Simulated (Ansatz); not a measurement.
Geometry optimisation, Ansatz, RKS B3LYP-D4/def2-mTZVP.

The input (input.yaml):

```yaml
crystal:
  periodic: [false, false, false]
  atoms:
    - { symbol: Si, position_ang: [-0.5923, -0.183, -0.3491] }
    - { symbol: H, position_ang: [0.7472, -0.8068, 0.812] }
    - { symbol: H, position_ang: [0.1295, -1.0632, -1.2524] }
    - { symbol: H, position_ang: [-1.3639, -0.3138, 0.8756] }
    - { symbol: H, position_ang: [-1.4435, 0.6376, -1.2347] }
    - { symbol: H, position_ang: [1.3472, -0.0528, 0.9598] }
    - { symbol: Br, position_ang: [1.1758, 1.7819, 0.1887] }
basis:
  gaussian: { orbitals: def2-mTZVP }
hamiltonian:
  xc: b3lyp
  dispersion: d4
relax:
  f_tol: 0.15
  max_steps: 25
  restrain:
    - { distance: [0, 6], at: 3.61, k: 30.0 }
    - { distance: [5, 1], at: 1.92, k: 30.0 }
    - { distance: [0, 1], at: 1.42, k: 30.0 }
    - { distance: [5, 6], at: 1.51, k: 30.0 }
```

Command:

```bash
$ ansatz run input.yaml --threads 2 --pin off --max-ram 3072MiB --backend cpu --events-out ev --progress --plain --runs-dir out
```

Task: Where does it end, and by what steps?

Result: The run converged. The restraints hold the end off the free minimum. After 8 steps the energy has fallen by 1.618 eV (the restraints' own energy left out); H6 moved furthest, 0.91 Å. Parted: Si1–Br7. Joined: Si1–H2, H6–Br7.

```
step  energy less start (eV)  largest force component (eV/Å)  accepted
   0                  0.0000                           2.783       yes
   1                  1.2623                           1.957       yes
   2                  1.4337                           1.967       yes
   3                  0.9247                           2.177       yes
   4                 -0.1372                           1.276       yes
   5                 -0.8999                           1.024       yes
   6                 -1.4135                           0.842       yes
   7                 -1.6058                           0.904       yes
   8                 -1.6183                           0.911       yes
```

```xyz
7
Properties=species:S:1:pos:R:3
Si -0.670 -0.566 -0.265
H 0.492 -0.656 0.588
H -0.534 -1.564 -1.354
H -1.871 -0.903 0.537
H -0.811 0.787 -0.838
H 1.739 0.765 0.942
Br 1.655 2.136 0.391
```

The run took 22 s on 2 threads of Arm Neoverse N1, with other jobs on the host, peak memory 0.14 GiB.
